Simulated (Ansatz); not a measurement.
Basis-set series for `C[O][Sc]([NH2])[O]C`. The species carries charge 0 and has multiplicity 1. The structure was optimised at the PBE0-D4/def2-TZVP level. It is one conformer, not always the lowest.

```csv
functional,basis,functions,energy (Eh),HOMO (eV),LUMO (eV)
PBE0-D4,def2-SVP,141,-1046.25848,-6.33,-0.98
PBE0-D4,def2-QZVPP,618,-1046.72392,-6.75,-1.24
ωB97M-V,def2-SVP,141,-1046.59365,-8.73,0.26
ωB97M-V,def2-QZVPP,618,-1047.06827,-9.14,0.03
```

(1) Give the rows for def2-TZVPP. (Estimate.)

Results:

(1) Ansatz gave: 
```
functional       basis  functions  energy (Eh)  HOMO (eV)  LUMO (eV)
   PBE0-D4  def2-TZVPP        331  -1046.69266      -6.72      -1.22
   ωB97M-V  def2-TZVPP        331  -1047.03881      -9.11       0.15
```

Positive LUMOs are unbound and depend on the basis. Scalar relativity is left out up to krypton.
